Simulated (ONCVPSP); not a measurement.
tungsten: ONCV pseudisation with LDA (Perdew-Zunger), scalar-relativistic reference atom.

```json
{
 "Element": "W (Z = 74)",
 "Generator": "ONCVPSP 4.0.1",
 "Type": "optimised norm-conserving Vanderbilt (ONCV)",
 "Functional": "LDA (Perdew-Zunger)",
 "Relativity": "scalar-relativistic",
 "Frozen core": "[Kr] 4d10",
 "Valence charge": "28",
 "Reference configuration": "4f14 5s2 5p6 5d4 6s2",
 "Partial waves": "5s+6s: rc 1.90 bohr, ncon 3, nbas 7, qcut 6.7 1/bohr, 3 projectors, debl 0.4 Ha; 5p: rc 1.90 bohr, ncon 4, nbas 8, qcut 5.7 1/bohr, 3 projectors, debl 0.7 Ha; 5d: rc 2.35 bohr, ncon 3, nbas 8, qcut 7.3 1/bohr, 2 projectors, debl 1.8 Ha; 4f: rc 0.75 bohr, ncon 3, nbas 8, qcut 18.5 1/bohr, 2 projectors, debl 3.6 Ha",
 "Local potential": "polynomial inside 0.60 bohr (lpopt 5, dvloc0 1 Ha)",
 "Core correction": "Teter function fitted to the true core (icmod 2), fcfact 0.35"
}
```

In the p channel the program set the typed energies aside and used -1.594, 0.250, 0.950 Ha.

What the tests gave:

| Item | Value |
| --- | --- |
| Cutoffs needed | 204 Ha and 673 Ha (the cutoffs (Ha) at which the residual kinetic energy of the hardest occupied pseudo-wave falls to 1 and 0.1 mHa per electron) |
| Ghost test | ghosts flagged at negative energy: s at -639.4 eV, p at -160.3 eV; GHOST(+) flagged for d at 163.2 eV, s at 313.2 eV; a true bound ghost makes a file unfit for plane-wave use |
| Largest excitation error | -14 meV (all-electron minus pseudo) for 4f14 5s2 5p6 5d4 6s0, out of 4 test configurations |
| rms error of d²Exc/dni dnj | 5.54 mHa without and 2.40 mHa with the model core |

Generation and tests took about 5.5 s on one core of a shared server CPU.
